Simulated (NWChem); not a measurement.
F$_{4}$Sn in NWChem

```xyz
5

F      0.0000    -1.5745     1.1134
Sn     0.0000     0.0000     0.0000
F      0.0000     1.5745     1.1134
F      1.5745     0.0000    -1.1134
F     -1.5745     0.0000    -1.1134
```
Charge 0, spin multiplicity 1.

All runs are NWChem calculations. The geometry was optimised at PBE/def2-SVP with def2 effective core potentials on Sn, a minimum by its harmonic frequencies.

Symmetry labels belong to the abelian group C2v used in the runs, with the axes of the coordinates shown; states degenerate in a higher group split over its labels.

Effective core potentials replace the inner electrons of Sn; spin-orbit coupling is left out. B3LYP has NWChem's definition, with VWN1-RPA local correlation. The structure started from a generated list of species.

Q: List the lowest 3 singlet excitations that TD-B3LYP/def2-SVP with def2 effective core potentials on Sn, VWN1-RPA local correlation gives, with oscillator strengths.

A: 
```tsv
state	symmetry	energy (eV)	wavelength (nm)	f
1	b1	5.77	215	0.000
2	a2	5.77	215	0.000
3	b2	5.77	215	0.000
```
